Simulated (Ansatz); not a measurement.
## Telling isomers of H3InPSi apart by their spectra

These gas-phase data were calculated for one isomer of H3InPSi at BLYP-D3(BJ)/def2-SVP (harmonic, unscaled wavenumbers; equilibrium rotational constants with average atomic masses):

```
rotational constants            : 6.593, 1.438, 1.197 GHz
all wavenumbers above 1500 cm⁻¹ : 2132, 2127, 1997
```

Candidates:

(1) `[SiH3][P][In]`, a doublet
(2) `P[SiH][In]`, a doublet

Problem. Which structure fits?

Solution. Candidate (1). No mode falls between 2250 and 2520 cm⁻¹, where the P–H stretch of (2) would stand.

The same quantities for all candidates:

|  | rotational constants (GHz) | wavenumbers above 1500 cm⁻¹ | E above the lowest, BLYP-D3(BJ)/def2-SVP (kcal/mol) |
| --- | --- | --- | --- |
| (1) | 6.593, 1.438, 1.197 | 2132, 2127, 1997 | 0.0 |
| (2) | 6.011, 1.465, 1.202 | 2276, 2253, 1984 | 8.5 |

Each candidate is one conformer. Open shells are spin-unrestricted. Atoms past krypton carry core potentials. Programs: Ansatz 0.2.0.
